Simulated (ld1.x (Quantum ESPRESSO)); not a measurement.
**Pseudopotential generation for vanadium: TM, LDA (PZ), scalar-relativistic.**

ld1.x (Quantum ESPRESSO) 7.5 input, shortened:

```
&input
   title='V', zed=23., rel=1, dft='PZ', iswitch=3,
   config='[Ar] 3d3 4s1 4p0'
 /
 &inputp
   pseudotype=2, tm=.true., lloc=2,
   nlcc=.false.
 /
3
4S  1  0   1.00   0.00  2.60  2.60  0.0
4P  2  1   0.00   0.00  2.35  2.35  0.0
3D  3  2   3.00   0.00  1.70  1.70  0.0
 &test
   configts(1)='3d3 4s1 4p0'
 /
```

Results:

| Quantity | Value |
| --- | --- |
| Cutoffs needed | 70 Ry and 90 Ry (the cutoffs (Ry, on a coarse ladder) from which the occupation-weighted sum of valence levels, in a spherical-Bessel basis at the reference potential, stays within 10 and 1 mRy of its value at 400 Ry) |
| Ghost test | ghost states, extra bound levels that the all-electron valence spectrum of the same l lacks: s at -164.5 eV, p at -54.2 eV; a true bound ghost makes a file unfit for plane-wave use (spherical-Bessel basis up to 400 Ry, 20 bohr box) |
| Largest excitation error | -167 meV (all-electron minus pseudo) for 3d2 4s2 4p1, out of 7 test configurations |

Generation and tests took about 1.4 s on one core of a shared server CPU.
